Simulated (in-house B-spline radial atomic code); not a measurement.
**RPA and G0W0 on HSE06: the silicon ion Si³⁺**

Configuration [Ne] 3s1, highest spin, mean-field start HSE06. Computed with a B-spline radial code for spherical atoms: all electrons, scalar-relativistic (spin-free one-electron X2C), finite nucleus, each spin shell either full or empty, empty states to l = 9 with an (l + 1/2)⁻⁴ tail; G0W0 by contour deformation at full frequency.

RPA overbinds a lone outer s electron by self-correlation, and G0W0 tends to as well.

Command:
```bash
python run_gw.py task.json out
```
Settings (radii: box in bohr, nucleus in fm):
```
Z                        14
electrons                11
configuration            [Ne] 3s1
hamiltonian              x2c
method                   hse06
lmax                     9
rms_radius               3.1224
spin_polarised           True
box_radius               14.14
intervals                70
ion_configuration        [He] 2s2 2p6
```

Time taken, with all properties: 4.7 s on 1 thread of Arm Neoverse N1, with other jobs on the host.

Energies (hartree):

```
                                     term       value
                         mean-field total  -287.75674
Hartree-Fock functional on these orbitals  -287.42029
                      direct second order    -0.71297
                    second-order exchange     0.26698
                         SOSEX correction     0.24523
```

What is the RPA correlation energy, and what remains with SOSEX?

RPA gives -0.64002 hartree (-1.58 eV per electron); RPA + SOSEX gives -0.39478, and the second-order doubles -0.44599 hartree (no singles). SOSEX takes back 38 % of the RPA value.

Quasi-particle levels (eV):

```csv
level,occupied,mean field,Σx - vxc,Σc,QP weight,G0W0
3s up,yes,-41.24,-3.56,?,?,?
2p down,yes,-136.63,-15.31,3.36,0.904,-148.58
2p up,yes,-136.98,-15.37,3.40,0.901,-148.94
3s down,no,-36.60,5.12,-2.03,0.938,-33.51
```

G0W0 = mean field + (Σx - vxc) + Σc, with Σc (partial-wave tail included) taken at the quasi-particle energy. Only the outer levels were computed. Levels of low weight are left out.

Where does G0W0 put 3s up?

At -46.01 eV, with Σc = -1.21 eV and a quasi-particle weight of 0.964. The tabulated removal energy is 45.142 eV (NIST, measured); the calculation leaves out spin-orbit coupling, Breit and QED terms, and what these don't explain is the method's own error.

What does it cost to remove one electron (to [He] 2s2 2p6) by differences of total energies, each species on its own start (correlation terms add to the Hartree-Fock functional)?

HSE06 45.52 eV, Hartree-Fock functional 44.71 eV, + RPA 45.79 eV, + RPA + SOSEX 45.09 eV, + second order 45.20 eV. Tabulated: 45.142 eV (NIST, measured); the calculation leaves out spin-orbit coupling, Breit and QED terms, and what these don't explain is the method's own error.
